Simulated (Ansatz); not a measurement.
One geometry of the cluster Cs2Cl2⁻, several levels of theory.

```yaml
crystal:
  periodic: [false, false, false]
  atoms:
    - {symbol: Cs, position_ang: [-2.040083, -0.915130, 0.537783]}
    - {symbol: Cs, position_ang: [2.039945, 0.915788, -0.537198]}
    - {symbol: Cl, position_ang: [0.981425, -1.229904, 1.630164]}
    - {symbol: Cl, position_ang: [-0.981277, 1.229246, -1.630749]}
basis:
  gaussian: {orbitals: def2-TZVPD, initial_orbitals: start.molden}
total_charge: -1
magnetization: {spin_polarized: true, initial_magnetization: 1}
hamiltonian: {xc: pbe}
correlation: {method: rpa}
scf: {omitted_lower_state_checks: [starts]}
```

The file start.molden holds the orbitals of an earlier run on this structure, at another level or in another basis.

```sh
$ ansatz run in.yaml --threads 4 --pin off --events-out ev --progress --plain --max-ram 3916MiB
```

It prints (some lines left out):

```
Functional definition: PBE
1120 factors; integrals over basis functions are off by at most 4.6e-4 eV
mean field evaluation 1: about -26139.2769 eV, gradient 8.1e0 eV
mean field evaluation 2: about -26139.3468 eV, gradient 1.4e-1 eV
mean field evaluation 4: about -26139.3472 eV, gradient 4.1e-3 eV
mean field evaluation 8: about -26139.3472 eV, gradient 2.4e-6 eV
mean field -26139.34723985 eV, -960.6032931786 hartree, gradient 3.6e-6 eV, S^2 0.750056; 0 other end points of the search recorded, 0 dependent functions left out
10 core orbitals not correlated: weight in the atoms' cores, before any rotation towards them, 1.000 or more for the frozen orbitals, at most 0.000 for the correlated occupied ones
reference -26093.70712188 eV, -958.9260497792 hartree; 17, 16 occupied and 129, 130 virtual orbitals, 1120 factors
Total energy: -26120.77448501 eV, -959.9207570272 hartree
Checks for a lower state left out: starts
```

Run time 6.5 s (4 threads of Arm Neoverse V2 on a shared host).

As the first input, with `hamiltonian: {xc: {name: BHLYP}, dispersion: d4}`, `output: {orbitals: {seedname: orbitals}}` and without the key `correlation` (abridged; 6.5 s):

```
Functional definition: BHLYP
mean field -26146.00218979 eV, -960.8478580781 hartree, gradient 1.7e-5 eV, S^2 0.750052
Total energy: -26146.24077411 eV, -960.8566258902 hartree
Checks for a lower state left out: starts
```

The first input with `hamiltonian: {xc: pbe0, dispersion: d4}`, `output: {orbitals: {seedname: orbitals}}` and without the key `correlation` (abridged; 6 s):

```
Functional definition: PBE0
mean field -26140.96318630 eV, -960.6626781154 hartree, gradient 8.9e-6 eV, S^2 0.750065
Total energy: -26141.05443798 eV, -960.6660315526 hartree
Checks for a lower state left out: starts
```

Geometry: PBE-D4/def2-TZVPD.

In the def2 sets Cs takes a core potential; there is no spin–orbit coupling. Correlated methods freeze 10 core orbitals; core or outer-core shells of Cs are correlated, in sets that lack core-valence functions. At BHLYP-D4/def2-TZVPD, PBE0-D4/def2-TZVPD the highest occupied level of the charge -1 doublet lies above zero (up to 0.46 eV). By energy differences its removal costs 0.19 eV (vertical, to the charge 0 singlet, at PBE0-D4/def2-TZVPD); a positive level beside a positive removal energy at the same level points to self-interaction error. The structure comes from a short search, and lower isomers may exist.
